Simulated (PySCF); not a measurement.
HO2, SMILES O[O] (connectivity only; charge and spin as stated), charge -1, multiplicity 1. Coordinates come from a B3LYP-D3(BJ)/def2-TZVPD optimisation. The multiplicity is an assumed one; other spin states were not compared. The isomer is the one that the SMILES or the coordinates give; other isomers of the formula were not compared.

Computed with B3LYP-D3(BJ)/def2-TZVPD (PySCF).

Harmonic wavenumbers (cm⁻¹): 791, 1142, 3749. Rotational constants (GHz): 599.5, 26.47, 25.35; symmetry number 1.

Question: Work out the zero-point energy and the ideal-gas rigid-rotor harmonic-oscillator thermochemistry at 298.15 K and 1 atm.

Answer: ZPE = ½ Σ hcν = ½ × 5682 cm⁻¹ = 33.98 kJ/mol. H − E(el) = 44.17 kJ/mol. Entropy in J/(mol K): translation 152.36, rotation 72.51, vibration 1.12, total 225.99. G − E(el) = -23.21 kJ/mol. Cp = 37.07 J/(mol K).
